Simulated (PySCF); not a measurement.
# Spin-orbit coupling and the fourth ionisation energy along the lanthanides

Two-component X2C-1e calculated with PySCF 2.14: MP2 on generalised Hartree-Fock spinors (GMP2), with spin-orbit coupling off and on (screened by Boettger's factors); no Breit or QED terms. Values in eV; the references (NIST) lie between the lowest levels. Elements whose determinants are no pure J levels are left out.

```json
{"element": "Ce (x2c-QZVPPall-2c, [Ar] 3d10 frozen)", "configurations": "[Xe] 4f1 → [Xe]", "spin-free": "36.230", "with spin-orbit": "36.345", "shift": "0.114", "reference": "36.906 ± 0.009 (s)"}
{"element": "Tb (x2c-QZVPPall-2c, [Ar] 3d10 frozen)", "configurations": "[Xe] 4f8 → [Xe] 4f7", "spin-free": "39.161", "with spin-orbit": "39.414", "shift": "0.252", "reference": "39.33 ± 0.04 (s)"}
{"element": "Dy (x2c-QZVPPall-2c, [Ar] 3d10 frozen)", "configurations": "[Xe] 4f9 → [Xe] 4f8", "spin-free": "41.334", "with spin-orbit": "41.464", "shift": "0.129", "reference": "41.23 ± 0.08 (s)"}
{"element": "Ho (x2c-QZVPPall-2c, [Ar] 3d10 frozen)", "configurations": "[Xe] 4f10 → [Xe] 4f9", "spin-free": "42.989", "with spin-orbit": "42.950", "shift": "-0.039", "reference": "42.52 ± 0.08 (s)"}
{"element": "Er (x2c-QZVPPall-2c, [Ar] 3d10 frozen)", "configurations": "[Xe] 4f11 → [Xe] 4f10", "spin-free": "43.385", "with spin-orbit": "43.114", "shift": "-0.271", "reference": "42.42 ± 0.04 (s)"}
{"element": "Tm (x2c-QZVPPall-2c, [Ar] 3d10 frozen)", "configurations": "[Xe] 4f12 → [Xe] 4f11", "spin-free": "43.738", "with spin-orbit": "43.332", "shift": "-0.406", "reference": "42.41 ± 0.04 (s)"}
{"element": "Yb (x2c-QZVPPall-2c, [Ar] 3d10 frozen)", "configurations": "[Xe] 4f13 → [Xe] 4f12", "spin-free": "45.327", "with spin-orbit": "44.757", "shift": "-0.570", "reference": "43.61 ± 0.04 (s)"}
{"element": "Lu (x2c-QZVPPall-2c, [Ar] 3d10 frozen)", "configurations": "[Xe] 4f14 → [Xe] 4f13", "spin-free": "46.964", "with spin-orbit": "46.187", "shift": "-0.776", "reference": "45.249 ± 0.025 (s)"}
```

The largest shift is at Lu, -0.776 eV, where spin-orbit coupling lowers the species with fewer electrons by more than the one with more (starting occupations closed and 4f5/2^6 4f7/2^7).

What remains against the references is mostly the basis and correlation beyond MP2. References marked (s) are semi-empirical, (t) theoretical.
